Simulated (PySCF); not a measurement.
SnFI3, SMILES [F][Sn]([I])([I])[I]. Atoms are numbered in the order given.

```xyz
5

F      0.0000     0.0000     2.4185
Sn     0.0000     0.0000     0.4774
I      2.2346     1.2902    -0.2870
I      0.0000    -2.5803    -0.2870
I     -2.2346     1.2902    -0.2870
```

Geometry: B3LYP-D3(BJ)/def2-SVP. The structure was generated by enumeration; whether it is a known compound was not checked. The def2 effective core potentials stand for the cores of I, Sn; spin–orbit coupling is left out.

Calculation: IEF-PCM-B3LYP/def2-SVP run with PySCF.

The values are the electrostatic part of the solvation free energy, E(continuum) − E(gas) at the gas-phase geometry, in a cavity of scaled van der Waals radii (PySCF's table); cavitation and dispersion terms are not included. A continuum can't describe solvent molecules that bind to the metal. In vacuum the orbital gap is 3.70 eV. The dipole moment in vacuum is 1.87 D.

### Question
Estimate the values in water (ε = 78.36), n-hexane (ε = 1.88), toluene (ε = 2.37). (The exact figures need the calculation; the answer reports its results.)

### Answer

```csv
solvent,ε,ΔG(elec) (kcal/mol),dipole (D),gap (eV)
water,78.36,-3.6,2.40,3.73
n-hexane,1.88,-1.3,2.04,3.71
toluene,2.37,-1.7,2.10,3.71
```
